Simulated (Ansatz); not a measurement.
Constitutional and geometric isomers with formula CH3NS. Gas-phase values, no solvent. One relaxed conformer stands for each flexible species; it need not be the lowest. Strings in code marks are SMILES.

Quantity: electronic energy of isomers of CH3NS relative to `NC=S`, in eV.

Case: `[H]/N=C/S` (N–C–S–H torsion 0°). Geometry of `[H]/N=C/S` (neutral, multiplicity 1, Å):

```xyz
6

N     -0.7346    -0.7680    -0.1867
C     -0.1848     0.3412     0.0549
S      1.5447     0.5490     0.1890
H     -1.7473    -0.6690    -0.2237
H     -0.7078     1.2917     0.2077
H      1.8299    -0.7448    -0.0413
```

**Question.** What electronic energy of isomers of CH3NS relative to `NC=S` does frozen-core CCSD(T)/cc-pVQZ // PBE0-D3(BJ)/def2-TZVP (Ansatz, an electronic-structure program) give?

**Answer.** 0.46 eV.
